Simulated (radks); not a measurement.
Neutral strontium, configuration [Kr] 5s2.

Calculated with a radial shooting solver on a logarithmic mesh with Libxc functionals: scalar-relativistic Kohn-Sham, PBE, spin-unpolarised, spherical densities, finite nucleus; Fermi nuclear charge, rms radius 4.224 fm.

Energy parts (eV):
total: -86517.549
kinetic: 88720.483
electron-nucleus: -208358.389
Hartree: 35975.356
exchange-correlation: -2854.999

Orbitals (lengths in bohr, moments of r in powers of bohr; r(max) is where P^2 peaks):
1s: occ. 2; eigenvalue (eV) -15937.05; r(max) 0.02553
2s: occ. 2; eigenvalue (eV) -2157.990; r(max) 0.1451
2p: occ. 6; eigenvalue (eV) -1917.494; r(max) 0.1161
3s: occ. 2; eigenvalue (eV) -333.7735; r(max) 0.4358
3p: occ. 6; eigenvalue (eV) -256.1542; r(max) 0.4308
3d: occ. 10; eigenvalue (eV) -128.0158; r(max) 0.3767
4s: occ. 2; eigenvalue (eV) -40.8997; r(max) 1.191
4p: occ. 6; eigenvalue (eV) -22.8223; r(max) 1.327
4d: occ. 0; eigenvalue (eV) -1.2815; r(max) 2.116
5s: occ. 2; eigenvalue (eV) -3.5262; r(max) 3.700
5p: occ. 0; eigenvalue (eV) -1.2844; r(max) 4.852

The highest occupied level is 5s at -3.526 eV. Summed over all electrons, <r^2> = 69.56 bohr^2, which gives a Langevin (diamagnetic) susceptibility term of -55.1 x 10^-6 cm^3/mol. The density falls to 0.001 e/bohr^3 at r = 5.26 bohr. The electron density at the nucleus is 6.198e+04 e/bohr^3 (large components only).
